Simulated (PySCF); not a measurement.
InF₂, SMILES [F][In][F], multiplicity 2.

The structure is a stationary point at PBE-D3(BJ)/def2-TZVP. The multiplicity is an assumed one; other spin states were not compared. The isomer is the one that the SMILES or the coordinates give; other isomers of the formula were not compared. The def2 effective core potentials stand for the cores of In; spin–orbit coupling is left out.

These are PBE-D3(BJ)/def2-TZVP run with PySCF values and carry that method's errors.

Frequencies are harmonic and unscaled.

```
mode  ν (cm⁻¹)  IR (km/mol)  moving atoms (share of kinetic energy)
----  --------  -----------  --------------------------------------
1          110         15.9                         F 84 %, In 16 %
2          504         29.7                          F 92 %, In 8 %
3          528         89.0                         F 80 %, In 20 %
```
